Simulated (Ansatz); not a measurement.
A structure relaxed at r2SCAN-D4/def2-SVP in Ansatz, charge 0, singlet:

Cartesian coordinates in Å:
```
Ge 0.956 -1.200 -1.170
Ge -1.593 -0.912 0.019
Ge 0.340 0.962 0.808
O 0.893 2.182 1.904
O 1.542 -0.166 0.187
O 1.828 -1.631 -2.478
O -0.789 0.228 -1.292
O -0.466 1.546 -0.729
O -0.434 -2.145 -0.453
O -1.048 0.015 1.426
H 1.845 2.344 1.820
H -3.074 -1.221 -0.043
```

Problem. Give its formula.

Solution. Ge3O7H2.

Problem. Summarise the bond lengths by kind (pairs closer than 1.2 times the sum of covalent radii, bridged metal pairs left out).

Solution. 10 × Ge–O 1.63 to 1.91 Å; 2 × Ge–Ge 2.81 to 2.83 Å; 1 × O–O 1.47 Å; 1 × Ge–H 1.51 Å; 1 × H–O 0.97 Å.

The structure holds one bond between oxygen atoms, so isomers without such links may lie far lower. The structure comes from a short search, and lower isomers may exist.
